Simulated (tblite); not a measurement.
C₇H₂F₂N (doublet state).
SMILES: `C1C(=C(F)/C(=[C]/[H])C=1C#N)F`

Level: GFN2-xTB in tblite, geometry and Hessian alike; calculated harmonic values, unscaled, isolated species. The method is semi-empirical: single wavenumbers can be off by several per cent or more. Open shells enter through the occupations alone, without spin polarisation, and single modes of such species can be off by tens of per cent.

Harmonic wavenumbers (cm⁻¹): 93.3, 122.3, 142.2, 246.7, 264.2, 291.0, 310.4, 422.4, 460.0, 487.1, 531.4, 532.5, 572.6, 637.8, 667.0, 688.0, 754.2, 813.5, 866.0, 1063.3, 1110.4, 1175.8, 1242.5, 1336.4, 1550.4, 1658.4, 1688.2, 2347.9, 3144.0, 3227.6.

A = 2469, B = 1028, C = 725.8 MHz; mass 138.016 u (most abundant isotopes); point group Cs, symmetry number 1; spin multiplicity 2.

Task: Zero-point energy?

Result: Half the sum of the wavenumbers: 14224 cm⁻¹ = 40.67 kcal/mol.

Task: What is S at 500 K and 1 bar for an ideal gas of classical rigid rotors and harmonic oscillators?

Result: Translation 43.27, rotation 31.09, vibration 37.94, spin (R ln 2) 1.38: S = 113.7 cal/(mol K).

Task: And Cp and H(500 K) − H(0)?

Result: Cp = 45.19 cal/(mol K), of which vibrations give 37.24 (their classical limit is 30 R = 59.6); H(500 K) − H(0) = 14.21 kcal/mol without the zero-point energy, 10.23 from vibrations.

Task: How do the functions run with temperature in this model?

Result: 
| T (K) | S (cal/(mol K)) | Cp (cal/(mol K)) | H − H(0) (kcal/mol) | G − H(0) (kcal/mol) | ln q(vib) |
| --- | --- | --- | --- | --- | --- |
| 150 | 74.6 | 20.8 | 2.00 | -9.19 | 1.55 |
| 250 | 87.6 | 30.2 | 4.57 | -17.32 | 3.52 |
| 298.15 | 93.2 | 34.0 | 6.11 | -21.67 | 4.53 |
| 400 | 104.1 | 40.4 | 9.92 | -31.73 | 6.70 |
| 600 | 122.3 | 48.9 | 18.92 | -54.43 | 10.81 |
| 900 | 143.5 | 55.9 | 34.74 | -94.45 | 16.35 |

q(vib) and H(0) count from the zero-point level.

Task: What must be added to the electronic energy to get the Gibbs energy at 500 K and 1 bar?

Result: ZPE + [H(500 K) − H(0)] − T·S = 40.67 + 14.21 − 56.84 = -1.96 kcal/mol.

Task: Which modes carry the vibrational entropy at 500 K?

Result: 93.3 cm⁻¹: 4.61; 122.3 cm⁻¹: 4.07; 142.2 cm⁻¹: 3.78; 246.7 cm⁻¹: 2.71; 264.2 cm⁻¹: 2.58; 291.0 cm⁻¹: 2.40 cal/(mol K); the other 24 give 17.80 together.

Hindered rotation and anharmonicity are outside this model.

Time: 0.29 s of wall time. Hardware: one thread, Arm Neoverse V2 (aarch64), shared host with 32 logical CPUs at a one-minute load of 14. The figure is for the frequency step alone.
